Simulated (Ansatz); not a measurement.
C$_{2}$H$_{4}$BrClSi (SMILES C=C[SiH](Cl)Br), singlet, at a GFN2-xTB geometry, with bond 2-1 at 1.4 times its length; Ansatz (a first-principles code) with SC-NEVPT2/STO-3G, CASSCF(4,5).

Ansatz was given this input:
Ansatz 0.2 input:
```yaml
crystal:
  periodic: [false, false, false]
  atoms:
    - {symbol: Si, position_ang: [-0.08681265, -0.19529131, -0.83911234]}
    - {symbol: Cl, position_ang: [1.20624614, 2.09236742, -1.88490635]}
    - {symbol: Br, position_ang: [0.65131155, -0.59936546, 1.21080191]}
    - {symbol: C, position_ang: [-1.93855015, 0.09718524, -0.72317011]}
    - {symbol: C, position_ang: [-2.67451861, -0.03026276, 0.37102783]}
    - {symbol: H, position_ang: [0.28294158, -1.37759400, -1.59892096]}
    - {symbol: H, position_ang: [-2.42480429, 0.39653251, -1.64402521]}
    - {symbol: H, position_ang: [-2.24894672, -0.32344909, 1.31812206]}
    - {symbol: H, position_ang: [-3.73691860, 0.15608454, 0.37102039]}
basis:
  gaussian:
    orbitals: STO-3G
magnetization: {spin_polarized: false}
correlation: {method: sc_nevpt2, electrons: all, active_space: {window: {electrons: 4, orbitals: 5}}}
```

Q: Predict the main parts of the log of this Ansatz run.

A: 
```
Functional definition: HF
561 factors; integrals over basis functions are off by at most 3.5e-5 eV
mean field evaluation 1: about -91479.4240 eV, gradient 2.3e1 eV
mean field evaluation 2: about -91479.4966 eV, gradient 2.3e1 eV
mean field evaluation 4: about -91483.3315 eV, gradient 2.1e0 eV
mean field evaluation 8: about -91483.3532 eV, gradient 4.3e-2 eV
mean field -91483.35317827 eV, -3361.9512196573 hartree, gradient 8.0e-7 eV, S^2 0.000000; 0 other end points of the search recorded, 0 dependent functions left out; unrestricted orbitals would lower it
reference -91483.35317827 eV, -3361.9512196573 hartree; 41, 41 occupied and 9, 9 virtual orbitals, 561 factors
state -91485.33982246 eV, -3362.0242274849 hartree
state -91485.33982246 eV, -3362.0242274849 hartree; corrected -91488.78093155 eV, -3362.1506859114 hartree
Total energy: -91488.78093155 eV, -3362.1506859114 hartree
```
